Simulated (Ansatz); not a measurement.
A run for Ansatz (a quantum-chemistry and plane-wave program): U-B3LYP/def2-TZVPP on CdH2 (SMILES [CdH2]), a point of a bond scan (R = 2.017 Å). Elements past Kr take the def2 small-core potentials; no spin–orbit coupling.

Ansatz 0.2 input:
```yaml
crystal:
  periodic: [false, false, false]
  atoms:
    - {symbol: Cd, position_ang: [0.00000000, 0.00000000, 0.00000000]}
    - {symbol: H, position_ang: [0.00000000, 0.00000000, 2.01740174]}
    - {symbol: H, position_ang: [-0.00000000, -0.00000000, -1.68116812]}
basis:
  gaussian:
    orbitals: def2-TZVPP
hamiltonian:
  xc: {name: B3LYP}
magnetization: {spin_polarized: true, initial_magnetization: 0}
```

Program output:

```
WARN ansatz: RAYON_NUM_THREADS=1 ignored (pool sized by the plan → 1); use --threads N
Functional definition: B3LYP
integrals: 0.01 GiB planned
520 factors; their error is unknown
mean field: 0.23 GiB planned
mean field evaluation 1: about -4597.0920 eV, gradient 1.4e1 eV
mean field evaluation 2: about -4597.1350 eV, gradient 1.7e1 eV
mean field evaluation 4: about -4598.0945 eV, gradient 3.1e-1 eV
mean field evaluation 8: about -4598.1573 eV, gradient 6.9e-3 eV
mean field -4598.15731064 eV, -168.9791644230 hartree, gradient 2.3e-5 eV, S^2 0.000000; 0 other end points of the search recorded, 0 dependent functions left out
reference -4598.15752302 eV, -168.9791722278 hartree; 11, 11 occupied and 73, 73 virtual orbitals, 520 factors
Total energy: -4598.15752302 eV, -168.9791722278 hartree
```

Self-consistency was reached.

Cost: roughly 1.2 core-seconds.
